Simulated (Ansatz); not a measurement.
A structure relaxed at PBE-D4/def2-SVPD in Ansatz, charge -1, doublet:

```tsv
atom	x (Å)	y (Å)	z (Å)
Ag1	-1.541	-1.263	1.086
Ag2	1.079	-1.379	1.428
Ag3	0.001	0.565	-0.551
Ag4	3.541	1.066	-0.706
O5	-2.901	0.063	-0.315
O6	-2.097	0.857	-1.012
O7	1.918	0.092	0.070
```

**Question.** Give its formula and point group.

**Answer.** Ag4O3⁻. Point group Cs (tolerance 0.1 Å).

**Question.** Summarise the bond lengths by kind (pairs closer than 1.2 times the sum of covalent radii, bridged metal pairs left out).

**Answer.** 5 × Ag–O 2.05 to 2.36 Å; 2 × Ag–Ag 2.64 to 2.90 Å; 1 × O–O 1.33 Å.

In the def2 sets Ag takes a core potential; there is no spin–orbit coupling. The structure holds one bond between oxygen atoms, so isomers without such links may lie far lower. Another isomer (doublet) lies 0.91 eV lower at PBE0-D4/def2-TZVPD; other spin states weren't run for this one.
